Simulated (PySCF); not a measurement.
## What settings do to a single point of [Ce(NH3)3]3+

The sound run of [Ce(NH3)3]3+ (singlet in the valence; each metal's 4f electrons, 1 of them, lie in its core potential, out of spins and levels) uses PySCF 2.14.0, RKS r2SCAN, Ce lcecp-1-SVP with ECP47, N def2-SVP, H def2-SVP; non-relativistic Hamiltonian with scalar-relativistic core potentials where named; density fitting; no spin-orbit coupling, grid (50, 194), threshold 1e-8 Eh and 55 cycles, at the relaxed geometry:

```xyz
13

Ce    0.0000    0.0000   -0.0101
N     2.5537    0.0008    0.0105
H     3.0007   -0.6539    0.6794
H     3.0092   -0.2523   -0.8869
H     3.0039    0.9054    0.2435
N    -1.2776    2.2111    0.0105
H    -0.9340    2.9256    0.6794
H    -1.2861    2.7322   -0.8869
H    -2.2861    2.1488    0.2435
N    -1.2761   -2.2120    0.0105
H    -2.0666   -2.2717    0.6794
H    -1.7231   -2.4799   -0.8869
H    -0.7178   -3.0542    0.2435
```

There Ce1 has a Mulliken charge of 1.94 e and the dipole about the centre of mass is 0.03 D. Each run below changes one thing and starts from free metal ions and neutral atoms unless it says otherwise; with 55 cycles, smearing, a level shift and second-order steps follow where DIIS fails, and their cycles count. Energy shifts count from the sound run. On f atoms grids over 110 angular points are at least (60, 302).

```csv
change,outcome,cycles,energy shift (eV),largest force component (eV/Å),charge on Ce1 (e),dipole about the centre of mass (D)
threshold 0.001,converged,6,0.0000,0.01,1.93,0.03
"grid (40, 110)",converged,10,0.0278,0.07,1.93,0.03
"H4 put 1.1 Å from Ce1, limit 84 cycles",converged,15,18.77,49.51,1.73,2.42
```

(1) One further run converged with energy shift (eV) 1.11, largest force component (eV/Å) 3.03, charge on Ce1 (e) 1.88, dipole about the centre of mass (D) 0.03. Which change was it?
A. spin (2S) set to 12, limit 87 cycles
B. start from a density of up to 30 smeared cycles (not counted)
C. all coordinates × 0.94

(2) And the other changes listed?

Unsound on purpose, so not properties of the compound: spin (2S) set to 12, limit 87 cycles; H4 put 1.1 Å from Ce1, limit 84 cycles.

Forces carry noise of the integration grid, about 0.01 to 0.03 eV/Å.

No frequency check is given that shows the relaxed geometry to be a minimum. An lcecp potential fixes the number of 4f electrons, so in runs with it no electron can move into or out of that shell.

Results:

(1) C.

(2) 
| change | outcome | cycles | energy shift (eV) | largest force component (eV/Å) | charge on Ce1 (e) | dipole about the centre of mass (D) |
| --- | --- | --- | --- | --- | --- | --- |
| spin (2S) set to 12, limit 87 cycles | converged | 33 | 63.99 | 12.86 | -0.75 | 3.84 |
| start from a density of up to 30 smeared cycles (not counted) | converged | 6 | 0.0000 | 0.00 | 1.94 | 0.03 |
